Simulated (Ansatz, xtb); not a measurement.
## Ranking isomers of FH4Si2Sn+

3 gas-phase structures of FH4Si2Sn+, found in a search over its isomers (lower ones may exist). Each was relaxed with GFN2-xTB:

A. a singlet given by its coordinates
B. a singlet given by its coordinates
C. `F[SiH+][SiH2][SnH]`, a singlet

A (Å):

```xyz
8

F     0.3436   -0.9664    0.5870
Si    0.8844   -0.1852    1.9851
Si    1.9892   -2.2567    2.6139
Sn    1.4642   -3.4631    0.2363
H    -0.3927    0.1838    2.5903
H     1.5315    0.9923    1.4200
H     3.0488   -1.8123    3.5711
H     3.1575   -2.2386    0.6088
```

Close contacts (Å): F1–Si2 1.69, Si2–Si3 2.43, Si3–Sn4 2.72, Si2–H5 1.46, Si2–H6 1.46, Si3–H7 1.50, Sn4–H8 2.12.

B (Å):

```yaml
atoms:
  - { symbol: F, position_ang: [-1.0826, -1.0703, 1.2821] }
  - { symbol: Si, position_ang: [1.4408, -0.0225, 1.5830] }
  - { symbol: Si, position_ang: [2.7265, -2.0929, 1.5402] }
  - { symbol: Sn, position_ang: [-1.0591, 0.9793, 1.4239] }
  - { symbol: H, position_ang: [1.0819, -0.0055, 3.1051] }
  - { symbol: H, position_ang: [4.1440, -1.7155, 1.5668] }
  - { symbol: H, position_ang: [2.4092, -2.9369, 2.6984] }
  - { symbol: H, position_ang: [2.3976, -2.7865, 0.2908] }
```

Close contacts (Å): F1–Sn4 2.05, Si2–Si3 2.44, Si2–Sn4 2.70, Si2–H5 1.56, Si3–H6 1.47, Si3–H7 1.47, Si3–H8 1.47.

Task: Estimate their order in r2SCAN-D4/def2-SVP energy at these geometries, lowest first.

Result: Calculated order at r2SCAN-D4/def2-SVP: A (0.0), B (7.9), C (8.4) kcal/mol. Less than 1 kcal/mol parts B and C, so the order within that pair means little.

Energies above the lowest of each column, in kcal/mol:

```json
{"structure": "A", "GFN2-xTB": "0.8", "HF/STO-3G": "21.1", "r2SCAN-D4/def2-SVP": "0.0"}
{"structure": "B", "GFN2-xTB": "0.0", "HF/STO-3G": "4.9", "r2SCAN-D4/def2-SVP": "7.9"}
{"structure": "C", "GFN2-xTB": "7.1", "HF/STO-3G": "0.0", "r2SCAN-D4/def2-SVP": "8.4"}
```

r2SCAN-D4/def2-SVP puts A lowest; GFN2-xTB picks B, HF/STO-3G picks C. Flexible structures stand in one conformer each, not always the lowest. No reliable frequencies are at hand for these structures. Atoms past krypton carry core potentials in the def2 sets, without spin–orbit terms.

Programs: Ansatz 0.2.0, xtb 6.7.1.
